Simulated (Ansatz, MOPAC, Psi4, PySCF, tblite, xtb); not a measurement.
Dimer AlCl3 ··· H4OSi (SMILES [Cl][Al]([Cl])[Cl] and O[SiH3]) at R = 3.19 Å between the centres of mass, closest contact 2.27 Å (lowest of the rigid-body minima from ten starts at GFN2-xTB). Geometry in Å and degrees:

```
O
H 1 0.9599
Si 1 1.6525 2 118.64
H 3 1.4758 1 105.85 2 -180.00
H 3 1.4842 4 109.87 1 -120.66
H 3 1.4842 4 109.86 5 -118.68
Al 1 2.2690 2 101.57 3 -178.79
Cl 7 2.0764 1 91.22 2 112.87
Cl 7 2.0765 8 119.97 1 -92.68
Cl 7 2.0765 8 119.98 1 87.34
```

Levels: GFN2-xTB (tblite); SAPT0/jun-cc-pVDZ, frozen core (Psi4); PBE/def2-TZVP, counterpoise-corrected (Psi4); PBE-D3(BJ)/def2-TZVP, counterpoise-corrected (Psi4); wB97M-V/def2-TZVP, counterpoise-corrected (Psi4); HF/aug-cc-pVTZ, counterpoise-corrected (Psi4); MP2/aug-cc-pVTZ = DF-MP2/aug-cc-pVTZ, frozen core, counterpoise-corrected in Psi4; SCS-MP2/aug-cc-pVTZ = DF-SCS-MP2/aug-cc-pVTZ, frozen core, counterpoise-corrected in Psi4; RHF/aug-cc-pVDZ, counterpoise-corrected (Ansatz, a quantum-chemistry and plane-wave program); MP2/aug-cc-pVDZ = MP2 on RHF/aug-cc-pVDZ, frozen core, counterpoise-corrected (Ansatz); CCSD/aug-cc-pVDZ = CCSD on RHF/aug-cc-pVDZ, frozen core, counterpoise-corrected run with Ansatz; CCSD(T)/aug-cc-pVDZ = CCSD(T) on RHF/aug-cc-pVDZ, frozen core, counterpoise-corrected run with Ansatz; PM3, restricted, heats of formation (MOPAC); PM6, restricted, heats of formation (MOPAC); GFN1-xTB (xtb); RKS-B3LYP/6-31G* = restricted B3LYP/6-31G*, spherical d, no counterpoise correction (PySCF); RKS-B3LYP/3-21G = restricted B3LYP/3-21G, no counterpoise correction (PySCF 2.14.0); RKS-BP86/6-31G* = PySCF 2.14.0 with restricted BP86/6-31G*, spherical d, no counterpoise correction; RKS-B3LYP/6-311+G** = PySCF 2.14.0 with restricted B3LYP/6-311+G**, spherical d, no counterpoise correction.

**Question.** What interaction energy does each level give?

**Answer.** 
```json
[
 {"method": "RKS-B3LYP/3-21G", "E_int / kJ/mol": "-146.23"},
 {"method": "PM3", "E_int / kJ/mol": "-121.93"},
 {"method": "PM6", "E_int / kJ/mol": "-81.29"},
 {"method": "GFN2-xTB", "E_int / kJ/mol": "-80.47"},
 {"method": "SAPT0/jun-cc-pVDZ", "E_int / kJ/mol": "-79.88"},
 {"method": "wB97M-V/def2-TZVP", "E_int / kJ/mol": "-73.80"},
 {"method": "RKS-B3LYP/6-31G*", "E_int / kJ/mol": "-71.00"},
 {"method": "MP2/aug-cc-pVTZ", "E_int / kJ/mol": "-70.49"},
 {"method": "GFN1-xTB", "E_int / kJ/mol": "-67.67"},
 {"method": "RKS-BP86/6-31G*", "E_int / kJ/mol": "-66.24"},
 {"method": "PBE-D3(BJ)/def2-TZVP", "E_int / kJ/mol": "-65.64"},
 {"method": "SCS-MP2/aug-cc-pVTZ", "E_int / kJ/mol": "-63.80"},
 {"method": "RKS-B3LYP/6-311+G**", "E_int / kJ/mol": "-63.08"},
 {"method": "MP2/aug-cc-pVDZ", "E_int / kJ/mol": "-60.96"},
 {"method": "CCSD(T)/aug-cc-pVDZ", "E_int / kJ/mol": "-57.79"},
 {"method": "CCSD/aug-cc-pVDZ", "E_int / kJ/mol": "-56.61"},
 {"method": "PBE/def2-TZVP", "E_int / kJ/mol": "-52.93"},
 {"method": "HF/aug-cc-pVTZ", "E_int / kJ/mol": "-52.34"},
 {"method": "RHF/aug-cc-pVDZ", "E_int / kJ/mol": "-48.25"}
]
```
